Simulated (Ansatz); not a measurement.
PBE exchange is replaced step by step with exact exchange (0 % is PBE, 25 % PBE0; no dispersion term), basis def2-TZVP, Ansatz. System: B4H3. The state is a doublet with charge 0. Geometry: B3LYP-D4/def2-TZVP.

Geometry of the doublet:

Cartesian coordinates in Å:
```
B -0.736 0.099 0.706
B -1.034 -1.040 -0.256
B 0.418 -0.056 -0.401
B 0.365 1.129 0.898
H -1.403 -1.940 -0.910
H 1.266 -0.170 -1.214
H 1.124 1.978 1.177
```

The structure comes from a short search, and lower isomers may exist.

HOMO and LUMO are taken over both spins.

```
exact exchange (%)  HOMO (eV)  LUMO (eV)  gap (eV)   ⟨S²⟩
                 0      -6.32      -5.21      1.11  0.758
                 5      -6.55      -5.02      1.53  0.760
                10      -6.78      -4.83      1.95  0.762
                15      -7.01      -4.64      2.37  0.764
                25      -7.48      -4.26      3.22  0.769
                35      -7.96      -3.88      4.08  0.774
```

Q: Estimate the row for 50 %.

A: 
```json
{"exact exchange (%)": "50", "HOMO (eV)": "-8.67", "LUMO (eV)": "-3.30", "gap (eV)": "5.37", "⟨S²⟩": "0.783"}
```
